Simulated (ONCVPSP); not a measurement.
## strontium (Sr), ONCV: configuration errors across variants

- Element: strontium (Sr)
- Generator: ONCVPSP 4.0.1
- Type: optimised norm-conserving Vanderbilt (ONCV)
- Functional: PBE
- Relativity: fully relativistic
- Frozen core: [Ar] 3d10
- Valence charge: 10
- Reference configuration: 4s2 4p6 4d0.5 5s1.5
- Partial waves: 4s+5s: rc 2.50 bohr, ncon 4, nbas 7, qcut 3.6 1/bohr, 3 projectors, debl 0.5 Ha; 4p: rc 1.60 bohr, ncon 4, nbas 8, qcut 4.7 1/bohr, 2 projectors, debl 3 Ha; 4d: rc 3.45 bohr, ncon 4, nbas 8, qcut 5.1 1/bohr, 1 projector
- Local potential: polynomial inside 1.50 bohr (lpopt 5, dvloc0 2 Ha)
- Core correction: Teter function, fcfact 4.25, rcfact 1.4

Open shells are filled in proportion to 2j + 1.

All-electron excitation energies from the reference (eV): (1) 4s2 4p6 4d0 5s2 -1.146; (2) 4s2 4p6 4d0 5s1 4.739; (3) 4s2 4p6 4d1 5s1 1.179.

1 further variants failed, have other tests or too few solved ones, and are left out.

A true bound ghost makes a file unfit for plane-wave use even where its test errors are small: the radial tests pick states by their node count and pass the ghost by.

Errors AE − PS in meV (a dash: test not solved or not reliable):

```tsv
change	(1)	(2)	(3)	bound ghosts	GHOST(+) flags above zero
base	+0.5	+2.7	+0.1	none	s, d5/2, d3/2
s: qcut 2.8	+0.5	+2.6	+0.1	none	s, d5/2, d3/2
s: nbas 8	+0.5	+2.7	+0.1	none	s, d5/2, d3/2
all radii but the core radius scaled by about 0.97 (s 2.42, p 1.54, d 3.34 bohr); local potential polynomial inside 1.46 bohr (lpopt 5, dvloc0 2 Ha)	+0.3	+2.3	0.0	none	s
local potential polynomial inside 1.40 bohr (lpopt 1, dvloc0 0 Ha)	+0.5	+2.7	+0.1	none	s
core correction Teter function, fcfact 4.5, rcfact 1.4	+0.5	+2.7	+0.1	none	s, d5/2, d3/2
d: qcut 3.1	+5.4	+11	+3.2	d5/2, d3/2	s
```

Q: Give the same row for: s: rc 3.6.

A: +0.8, +2.6, +0.3; bound ghosts: none; GHOST(+) flags above zero: d5/2, d3/2.
